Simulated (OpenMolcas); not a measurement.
Computed levels of Mo2+

- Program: OpenMolcas 26.06
- Method: XMS-CASPT2, IPEA 0.25 Eh, imaginary shift 0.1 Eh (closed shells correlated: 4s 4p)
- Basis: ANO-RCC-VTZP [7s6p4d2f1g]
- Scalar Hamiltonian: DKH2, point nucleus
- Active space: 4 electrons in 10 orbitals (4d 5d)
- State averaging: 2S+1 = 5 even, 5 roots; 2S+1 = 3 even, 45 roots; 2S+1 = 1 even, 49 roots
- Spin-orbit coupling: RASSI with atomic mean-field integrals over the reference wave functions, term energies averaged over their components

Spin-free terms above the lowest, with the occupations of the reference (each correlating shell added to its valence partner):

```
Configuration   Term  E (eV)  Occupations
          4d⁴     ⁵D  0.0000      4d 4.00
          4d⁴     ³H   1.746      4d 4.00
          4d⁴  ³P(1)   1.752      4d 4.00
          4d⁴  ³F(1)   1.889      4d 4.00
          4d⁴     ³G   2.079      4d 4.00
          4d⁴     ³D   2.541      4d 4.00
          4d⁴     ¹I   2.567      4d 4.00
          4d⁴  ¹G(1)   2.654      4d 4.00
          4d⁴  ¹D(1)   2.972      4d 4.00
          4d⁴     ¹S   2.982      4d 4.00
          4d⁴     ¹F   3.490      4d 4.00
          4d⁴  ³P(2)   4.135      4d 4.00
          4d⁴  ³F(2)   4.175      4d 4.00
          4d⁴  ¹G(2)   4.759      4d 4.00
          4d⁴  ¹D(2)   6.261      4d 4.00
```

With spin-orbit coupling, above the lowest level:

```json
{"Configuration": "4d⁴", "Term": "⁵D", "J": "0", "E (eV)": "0.0000", "Measured (eV)": "0.0000", "g": "", "Term weight %": "99"}
{"Configuration": "4d⁴", "Term": "⁵D", "J": "1", "E (eV)": "0.0285", "Measured (eV)": "0.0300", "g": "1.501", "Term weight %": "99"}
{"Configuration": "4d⁴", "Term": "⁵D", "J": "2", "E (eV)": "0.0800", "Measured (eV)": "0.0829", "g": "1.500", "Term weight %": "100"}
{"Configuration": "4d⁴", "Term": "⁵D", "J": "3", "E (eV)": "0.1488", "Measured (eV)": "0.1518", "g": "1.500", "Term weight %": "100"}
{"Configuration": "4d⁴", "Term": "⁵D", "J": "4", "E (eV)": "0.2307", "Measured (eV)": "0.2321", "g": "1.499", "Term weight %": "99"}
{"Configuration": "4d⁴", "Term": "³P(1)", "J": "0", "E (eV)": "1.639", "Measured (eV)": "1.3823", "g": "", "Term weight %": "96"}
{"Configuration": "4d⁴", "Term": "³P(1)", "J": "1", "E (eV)": "1.791", "Measured (eV)": "1.5511", "g": "1.494", "Term weight %": "98"}
{"Configuration": "4d⁴", "Term": "³H", "J": "4", "E (eV)": "1.798", "Measured (eV)": "1.5721", "g": "0.834", "Term weight %": "88"}
{"Configuration": "4d⁴", "Term": "³H", "J": "5", "E (eV)": "1.868", "Measured (eV)": "1.6460", "g": "1.043", "Term weight %": "94"}
{"Configuration": "4d⁴", "Term": "³H", "J": "6", "E (eV)": "1.935", "Measured (eV)": "1.7124", "g": "1.164", "Term weight %": "98"}
{"Configuration": "4d⁴", "Term": "³F(1)", "J": "3", "E (eV)": "1.986", "Measured (eV)": "1.7294", "g": "1.005", "Term weight %": "76"}
{"Configuration": "4d⁴", "Term": "³F(1)", "J": "2", "E (eV)": "1.991", "Measured (eV)": "1.7269", "g": "0.676", "Term weight %": "98"}
{"Configuration": "4d⁴", "Term": "³P(1)", "J": "2", "E (eV)": "2.023", "Measured (eV)": "1.7801", "g": "1.490", "Term weight %": "97"}
{"Configuration": "4d⁴", "Term": "³F(1)", "J": "4", "E (eV)": "2.025", "Measured (eV)": "1.7725", "g": "1.191", "Term weight %": "78"}
{"Configuration": "4d⁴", "Term": "³G", "J": "3", "E (eV)": "2.214", "Measured (eV)": "1.9678", "g": "0.831", "Term weight %": "76"}
{"Configuration": "4d⁴", "Term": "³G", "J": "4", "E (eV)": "2.267", "Measured (eV)": "2.0188", "g": "1.072", "Term weight %": "80"}
{"Configuration": "4d⁴", "Term": "³G", "J": "5", "E (eV)": "2.317", "Measured (eV)": "2.0723", "g": "1.191", "Term weight %": "94"}
{"Configuration": "4d⁴", "Term": "³D", "J": "3", "E (eV)": "2.674", "Measured (eV)": "2.4162", "g": "1.330", "Term weight %": "98"}
{"Configuration": "4d⁴", "Term": "³D", "J": "2", "E (eV)": "2.685", "Measured (eV)": "2.4272", "g": "1.160", "Term weight %": "92"}
{"Configuration": "4d⁴", "Term": "³D", "J": "1", "E (eV)": "2.722", "Measured (eV)": "", "g": "0.507", "Term weight %": "99"}
{"Configuration": "4d⁴", "Term": "¹I", "J": "6", "E (eV)": "2.739", "Measured (eV)": "2.5157", "g": "1.003", "Term weight %": "98"}
{"Configuration": "4d⁴", "Term": "¹G(1)", "J": "4", "E (eV)": "2.866", "Measured (eV)": "2.5555", "g": "1.006", "Term weight %": "93"}
{"Configuration": "4d⁴", "Term": "¹D(1)", "J": "2", "E (eV)": "3.166", "Measured (eV)": "2.8276", "g": "1.010", "Term weight %": "91"}
{"Configuration": "4d⁴", "Term": "¹S", "J": "0", "E (eV)": "3.169", "Measured (eV)": "2.8504", "g": "", "Term weight %": "97"}
{"Configuration": "4d⁴", "Term": "¹F", "J": "3", "E (eV)": "3.642", "Measured (eV)": "", "g": "1.005", "Term weight %": "96"}
{"Configuration": "4d⁴", "Term": "³P(2)", "J": "2", "E (eV)": "4.223", "Measured (eV)": "", "g": "1.496", "Term weight %": "99"}
{"Configuration": "4d⁴", "Term": "³F(2)", "J": "4", "E (eV)": "4.335", "Measured (eV)": "", "g": "1.247", "Term weight %": "98"}
{"Configuration": "4d⁴", "Term": "³F(2)", "J": "2", "E (eV)": "4.337", "Measured (eV)": "", "g": "0.670", "Term weight %": "99"}
{"Configuration": "4d⁴", "Term": "³F(2)", "J": "3", "E (eV)": "4.360", "Measured (eV)": "", "g": "1.082", "Term weight %": "97"}
{"Configuration": "4d⁴", "Term": "³P(2)", "J": "1", "E (eV)": "4.377", "Measured (eV)": "", "g": "1.500", "Term weight %": "100"}
{"Configuration": "4d⁴", "Term": "³P(2)", "J": "0", "E (eV)": "4.466", "Measured (eV)": "", "g": "", "Term weight %": "99"}
{"Configuration": "4d⁴", "Term": "¹G(2)", "J": "4", "E (eV)": "4.929", "Measured (eV)": "4.4838", "g": "1.003", "Term weight %": "99"}
{"Configuration": "4d⁴", "Term": "¹D(2)", "J": "2", "E (eV)": "6.424", "Measured (eV)": "", "g": "1.000", "Term weight %": "100"}
```

Against the 23 measured excited levels shown (Sugar and Musgrove, J. Phys. Chem. Ref. Data 17, 155 (1988)) the mean absolute deviation is 1800 cm-1; the largest miss in energy is 4d⁴ ¹G₄(2): computed 4.929, measured 4.4838 eV (+9.9 %), and the largest in proportion 4d⁴ ³P₀(1) (+18.5 %).

Spin-orbit coupling puts the lowest level 0.1573 eV below the lowest spin-free term.

A least-squares Racah fit to the terms below 60000 cm-1, each weighted by 2L + 1 and with a free common offset, gives B = 577 cm-1 and C = 2688 cm-1 (C/B = 4.66), with an rms deviation of 575 cm-1.

For ⁵D the intervals divided by the larger J are 229.8, 207.8, 184.9, 165.2 cm-1. Landé's interval rule makes them equal in pure LS coupling; they differ by 33 % of their mean. The multiplet is regular.

Term energies are means over components that CASPT2 splits; among the terms shown or strongly mixed into the levels shown the widest spread is 1300 cm-1 (4d⁴ ¹I). Active for correlation alone: 5d; no level in the range computed is led by a configuration that fills it, so any true level of that kind is missing. The CASPT2 spread within a term exceeds the gap to the next term for 4d⁴ ³H and 4d⁴ ³P(1), 4d⁴ ³D and 4d⁴ ¹I, 4d⁴ ¹I and 4d⁴ ¹G(1) and others, so the order of their levels is uncertain, and so are names and mixing where such terms share a J. Some terms miss by over 15 % even with CASPT2, which points to a basis or an active space too small for the shells correlated. Computed and measured levels are paired by configuration, term and J; levels that our copy of the source lacks, or whose pairing is in doubt (as where it misses far off the trend of its configuration), stay unpaired and out of the deviations. Only configurations of the active space appear. The first state left out of the spin-orbit step lies near 77000 cm-1 above the lowest spin-free state of the reference (among the parities and spins computed), and the list stops at four fifths of that energy or lower.

The CASPT2 steps took 9.3 min on 1 thread of AMD EPYC 9R45 96-Core Processor (Zen 5) (shared host); the integral step is not counted.

The term weight is that of the spin-free term in the level, not the purity of its configuration. A number in round brackets counts repeated terms of one configuration in the order of the reference energies.
